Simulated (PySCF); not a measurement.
Species: C9H10.
Atom-mapped SMILES: `[CH3:1][C:2]1=[CH:3]/[CH:4]=[CH:5]\[CH:6]=[CH:7]/[CH:8]=[CH:9]\1` (hydrogens: H10, H11, H12 on C1; H13 on C3; H14 on C4; H15 on C5; H16 on C6; H17 on C7; H18 on C8; H19 on C9)

Method used: PBE0-D3(BJ)/def2-SVP geometry optimisation, gas phase in PySCF 2.14.0.

(1) What internal coordinates does the optimisation give?

## Answers

(1) 
```json
{"bond": "C1–C2", "length (Å)": "1.501", "order": "single"}
{"bond": "C2=C3", "length (Å)": "1.345", "order": "double"}
{"bond": "C3–C4", "length (Å)": "1.467", "order": "single"}
{"bond": "C4=C5", "length (Å)": "1.343", "order": "double"}
{"bond": "C5–C6", "length (Å)": "1.466", "order": "single"}
{"bond": "C6=C7", "length (Å)": "1.343", "order": "double"}
{"bond": "C7–C8", "length (Å)": "1.468", "order": "single"}
{"bond": "C8=C9", "length (Å)": "1.341", "order": "double"}
{"bond": "C2–C9", "length (Å)": "1.478", "order": "single"}
{"bond": "C1–H10, C1–H11, C1–H12", "length (Å)": "1.102", "order": "single"}
{"bond": "C3–H13", "length (Å)": "1.098", "order": "single"}
{"bond": "C4–H14", "length (Å)": "1.098", "order": "single"}
{"bond": "C5–H15", "length (Å)": "1.097", "order": "single"}
{"bond": "C6–H16", "length (Å)": "1.097", "order": "single"}
{"bond": "C7–H17", "length (Å)": "1.097", "order": "single"}
{"bond": "C8–H18", "length (Å)": "1.098", "order": "single"}
{"bond": "C9–H19", "length (Å)": "1.098", "order": "single"}
```

Bonds in one row agree within 0.01 Å and their mean is given. Orders are formal, as drawn. A selection of angles:
```json
{"angle": "C2–C1–H10", "degrees": "110.8"}
{"angle": "H10–C1–H11", "degrees": "108.3"}
{"angle": "H10–C1–H12", "degrees": "106.5"}
{"angle": "C1–C2–C3", "degrees": "121.3"}
{"angle": "C1–C2–C9", "degrees": "114.6"}
{"angle": "C3–C2–C9", "degrees": "124.0"}
{"angle": "C2–C3–C4", "degrees": "127.7"}
{"angle": "C2–C3–H13", "degrees": "117.2"}
{"angle": "C4–C3–H13", "degrees": "115.0"}
{"angle": "C3–C4–C5", "degrees": "127.3"}
{"angle": "C3–C4–H14", "degrees": "115.3"}
{"angle": "C5–C4–H14", "degrees": "117.1"}
{"angle": "C4–C5–C6", "degrees": "127.1"}
{"angle": "C4–C5–H15", "degrees": "117.4"}
{"angle": "C6–C5–H15", "degrees": "115.4"}
{"angle": "C5–C6–C7", "degrees": "126.8"}
{"angle": "C5–C6–H16", "degrees": "115.5"}
{"angle": "C7–C6–H16", "degrees": "117.5"}
{"angle": "C6–C7–C8", "degrees": "126.4"}
{"angle": "C6–C7–H17", "degrees": "117.6"}
{"angle": "C8–C7–H17", "degrees": "115.7"}
{"angle": "C7–C8–C9", "degrees": "127.2"}
{"angle": "C7–C8–H18", "degrees": "115.3"}
{"angle": "C9–C8–H18", "degrees": "117.4"}
{"angle": "C8–C9–H19", "degrees": "117.4"}
{"angle": "C2–C9–C8", "degrees": "127.4"}
{"angle": "C2–C9–H19", "degrees": "114.9"}
```

Dihedral angles: C1–C2–C3–C4 -177° (antiperiplanar); C2–C3–C4–C5 -56° (synclinal); C3–C4–C5–C6 1° (synperiplanar); C4–C5–C6–C7 54° (synclinal); C5–C6–C7–C8 1° (synperiplanar); C6–C7–C8–C9 -55° (synclinal); C7–C8–C9–C2 -3° (synperiplanar); C1–C2–C9–C8 -125° (anticlinal). The mirror-image conformer, all signs reversed, is as good.

The 8-membered ring C2–C3–C4–C5–C6–C7–C8–C9 has internal angles of 124.0° to 127.7°; it is puckered, 0.39 Å rms from its mean plane, widest ring torsion 59°. The C–C distances run from 1.341 Å (C8=C9, drawn double) to 1.501 Å (C1–C2, drawn single), a spread of 0.160 Å. Of the pairs four or more bonds apart, H11···H13 is among the closest relative to their van der Waals radii: 2.30 Å, 96 % of the sum of Bondi's values.

Point group: C1 (no symmetry element, even within 0.4 Å). Not checked by PBE0-D3(BJ)/def2-SVP frequencies. The numbers are those of one conformer.
